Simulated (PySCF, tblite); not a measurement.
Isomers of C4H13FSSi3. Calculated harmonic vibrations of the isolated species, GFN2-xTB (tblite), most abundant isotopes, no scaling. The method is semi-empirical: single wavenumbers can be off by several per cent or more. Modes of hydrogen on silicon can be 10 to 20 % off. One conformer each.

Electronic energies: PBE0/pcSseg-1 single points on the GFN2-xTB geometries (PySCF, gas phase).

| SMILES | electronic energy, lowest = 0 (kJ/mol) |
| --- | --- |
| CC[C@@H]1[SiH2][Si@H](S[SiH3])[C@@H]1F | 94.1 |
| F[C@H]1C[C@H]([Si@@H]([SiH3])S[SiH3])C1 | 113.7 |
| F[C@@H]1C[C@H]([SiH3])[Si@@H](S[SiH3])C1 | 0.0 |

**Question.** How do GFN2-xTB zero-point energies change the relative energies?

**Answer.** 
```
                                  SMILES  ZPE (kJ/mol)  of it from modes above 1550 cm⁻¹  electronic (kJ/mol)  with ZPE, lowest = 0 (kJ/mol)  lowest mode (cm⁻¹)  rings
F[C@@H]1C[C@H]([SiH3])[Si@@H](S[SiH3])C1         398.0                             202.5                  0.0                            0.0                  31      1
  CC[C@@H]1[SiH2][Si@H](S[SiH3])[C@@H]1F         404.0                             206.8                 94.1                          100.1                  30      1
 F[C@H]1C[C@H]([Si@@H]([SiH3])S[SiH3])C1         395.6                             202.3                113.7                          111.3                  18      1
```

The zero-point energies span 8.4 kJ/mol, from `F[C@H]1C[C@H]([Si@@H]([SiH3])S[SiH3])C1` to `CC[C@@H]1[SiH2][Si@H](S[SiH3])[C@@H]1F`. The order is unchanged.

**Question.** And how do the electronic energies of GFN2-xTB itself compare?

**Answer.** `F[C@@H]1C[C@H]([SiH3])[Si@@H](S[SiH3])C1` 0.0; `CC[C@@H]1[SiH2][Si@H](S[SiH3])[C@@H]1F` 97.2; `F[C@H]1C[C@H]([Si@@H]([SiH3])S[SiH3])C1` 67.0 kJ/mol, lowest = 0. Against the energies above, taken from the same isomer `F[C@@H]1C[C@H]([SiH3])[Si@@H](S[SiH3])C1`, the largest difference is 46.7 kJ/mol.
